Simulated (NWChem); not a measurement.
Molecule: SnH$_{2}$O$_{2}$, singlet; SMILES [Sn]([OH])[OH]

All runs: NWChem. Low-valent species are run as closed-shell singlets; no triplet was tried in these runs. The geometry was optimised at PBE0/def2-SVP. Not confirmed as a minimum by frequencies. def2 effective core potentials on Sn; no spin-orbit coupling. Gas phase, vertical. One conformer.

B3LYP/def2-SVPD, TDA puts singlet state 1 at 4.51 eV with oscillator strength 0.080.

Give the wavelength, the transition dipole and the radiative lifetime of that state in vacuum.


1. λ = 1239.84/4.51 = 275 nm, or 36380 cm⁻¹.
2. f = (2/3) ΔE μ² in atomic units, so μ = √(1.5 f/ΔE) = 0.85 a.u. = 2.16 D.
3. τ = 1.499 s cm⁻² / (f ν²) = 14 ns, for a non-degenerate state that emits at the vertical energy.
